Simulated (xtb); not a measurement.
C$_{2}$H$_{6}$OS, charge +1, doublet, geometry from GFN2-xTB (a state made from the parent by changing its charge; the spin is typed, not shown lowest).

The xtb input:
```
$ xtb mol.xyz --gfn 2 --chrg 1 --uhf 1 --alpb acetone --json

# file mol.xyz
10

C     -1.30956027     0.64165426    -0.78188424
S      0.00505826    -0.41669803    -0.07959067
C      1.54492139     0.56256668    -0.18640788
O     -0.28988667    -0.66512662     1.30126565
H     -2.25756047     0.11057683    -0.72631947
H     -1.06745328     0.86084288    -1.81688002
H     -1.37449429     1.55165765    -0.18678638
H      1.41487689     1.47437405     0.39510721
H      2.36213553    -0.01741859     0.23740007
H      1.74849007     0.78282306    -1.22944318
```

What is the computed partial charges in atom order (GFN2-xTB with ALPB(acetone) in xtb)?

C1 -0.21, S2 0.86, C3 -0.21, O4 -0.40, H5 0.16, H6 0.16, H7 0.17, H8 0.17, H9 0.16, H10 0.16

What is the computed total energy (GFN2-xTB with ALPB(acetone))?

-14.207663 Ha
